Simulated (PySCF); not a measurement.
B(F)(Me)(iPr), SMILES CC(C)B(F)C (C4H10BF) at its GFN2-xTB optimised geometry (Å):

```
16

B      0.6640     0.5583     0.0000
F      1.9912     0.5583     0.0000
C     -0.0765     1.9516     0.0000
H     -0.5869     2.1093    -0.9489
H      0.6062     2.7839     0.1480
H     -0.8458     1.9992     0.7670
C     -0.0498    -0.8681    -0.0325
C     -1.5786    -0.8271     0.0238
C      0.4896    -1.7805     1.0823
H      0.2337    -1.3387    -0.9845
H     -1.9912    -1.8310    -0.0583
H     -1.9133    -0.4000     0.9663
H     -1.9797    -0.2245    -0.7870
H      1.5738    -1.8422     1.0349
H      0.0792    -2.7839     0.9869
H      0.2104    -1.3879     2.0580
```

Calculation: PBE0/def2-TZVP run with PySCF 2.14.0. Cells within 0.4 Å of a nucleus heavier than hydrogen are left out (blank, or x).

Map of the HOMO amplitude (bohr^(-3/2)) on the plane z = 0.0 Å; orbital energy -8.05 eV, overall sign arbitrary:

```
|5555555555555555555555555555555|
|5555555555555555555555555555555|
|5555555555555555555555555555555|
|5555555555555555555555555555555|
|5555555555555555555555555555555|
|5555555555555555455555555555555|
|5555555555555444445555555555555|
|5555555555555433445555555555555|
|555555555555543x455555555555555|
|55555555555555xx776655555555555|
|55555555555556xx987655555555555|
|5555555555566689997654455555555|
|5555555666666678998641345555555|
|5555556666666555xxx6xxx55555555|
|5555556666665543xx46xx866555555|
|5555556666665431013578766655555|
|5555556666776420023567666655555|
|5555555556xx65xx134566666655555|
|5555555554xx67xx555566666555555|
|5555555543356799866666666555555|
|5555555443356788766666655555555|
|5555555543455667666666555555555|
|5555555544455666666555555555555|
|5555555555555555555555555555555|
|5555555555555555555555555555555|
|5555555555555555555555555555555|
|5555555555555555555555555555555|
|5555555555555555555555555555555|
|5555555555555555555555555555555|
|5555555555555555555555555555555|
|5555555555555555555555555555555|
```
Scale: ten equal steps from -0.245 (start of '0') to 0.169 (end of '9'), in the order '0123456789'; x runs from -5.00 to 5.00, y from -5.00 (bottom) to 5.00 (top).
